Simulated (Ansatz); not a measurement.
`NB(N)Cl` + `NC(F)(F)O[SiH3]` → `NB(Cl)O[SiH3]` + `NC(N)(F)F`  (formal exchange of groups at a B–N bond)

Calculated with Ansatz (gas phase, PBE0-D4/def2-TZVP geometries, no zero-point term in ΔE). CBS: MP2 limit from def2 TZ/QZ plus the TZ coupled-cluster correction, frozen cores. Functionals use def2-TZVPP. Each species was taken in one conformer, which may not be the lowest.

```tsv
level	ΔE (kJ/mol)
r2SCAN-D4	-31.7
MP2/def2-QZVPP	-35.1
```

What does CCSD(T)/CBS give? (An estimate is asked.)

Ansatz gave: -34.6 kJ/mol. The listed levels differ from it by 2.9, -0.5 kJ/mol.

Largest T1 diagnostic among the species: 0.012.
